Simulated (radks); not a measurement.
Results of a calculation; reference values are marked as such.
Trend from Li to Ne: ionisation energy by Delta-SCF between NIST ground configurations, and size. Level of theory: Dirac Kohn-Sham, PBE, spin-unpolarised, spherical densities, point nucleus; open shells fill j = l - 1/2 first (a radial shooting solver on a logarithmic mesh with Libxc functionals).

species,configuration,configuration of the ion,IE (eV),NIST (eV),kind,-e(HOMO) (eV),r at 0.001 e/bohr^3 (bohr)
Li,[He] 2s1,[He],5.296,5.392,exp.,2.874 (2s1/2),4.16
Be,[He] 2s2,[He] 2s1,9.551,9.323,exp.,5.610 (2s1/2),4.12
B,[He] 2s2 2p1,[He] 2s2,8.222,8.298,exp.,3.608 (2p1/2),3.90
C,[He] 2s2 2p2,[He] 2s2 2p1,10.865,11.260,exp.,5.288 (2p1/2),3.68
N,[He] 2s2 2p3,[He] 2s2 2p2,13.578,14.534,exp.,7.079 (2p3/2),3.47
O,[He] 2s2 2p4,[He] 2s2 2p3,16.411,13.618,exp.,9.013 (2p3/2),3.29
F,[He] 2s2 2p5,[He] 2s2 2p4,19.362,17.423,exp.,11.086 (2p3/2),3.13
Ne,[Ne],[He] 2s2 2p5,22.436,21.565,exp.,13.298 (2p3/2),2.98

Reference values: NIST Atomic Spectra Database (exp. = measured, semi-emp. = semi-empirical, theory = theoretical value adopted there). Spin polarisation and multiplet splitting are left out, so open shells lie too high by an amount that depends on their filling.

Beside tabulated values, note that spin-unpolarised runs miss the spin-polarisation part of the exchange energy of open shells.
